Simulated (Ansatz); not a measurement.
Gas-phase electronic energies from Ansatz, PBE0-D4/def2-TZVP geometries. CCSD(T)/CBS adds triple-zeta CCSD(T) − MP2 to the extrapolated MP2 energy (def2 sets, frozen cores). This one scheme is used for every species. For Ga outer-core shells are correlated without core-valence functions, which leaves a few kJ/mol of doubt a bond. Scalar relativity is left out up to krypton. Each species was taken in one conformer, which may not be the lowest.

`[OH][Ga]([F])[Cl]` + CH₃OH → `C[O][Ga]([OH])[Cl]` + H–F  (ligand exchange at a Ga–F bond)

```csv
level,ΔE (kJ/mol)
MP2/def2-TZVPP,17.8
MP2/def2-QZVPP,16.5
```

(1) What does CCSD(T)/CBS give? (Estimate.)

Largest T1 diagnostic among the species: 0.014.

Results:

(1) Computed: +17.7 kJ/mol. The listed levels differ from it by 0.1, -1.2 kJ/mol.

In def2-TZVPP, CCSD(T) changes the Hartree–Fock value by −18.4 kJ/mol (the triples alone add −2.5 kJ/mol) and MP2 by −21.3 kJ/mol. The D4 term adds −8.3 kJ/mol with B3LYP and −4.7 kJ/mol with PBE0; it sums over pairs of atoms, weighted by their polarisabilities, and B3LYP, whose exchange is more repulsive, gets the larger term.

B3LYP here is the variant with VWN-RPA as its local correlation; programs differ in this.
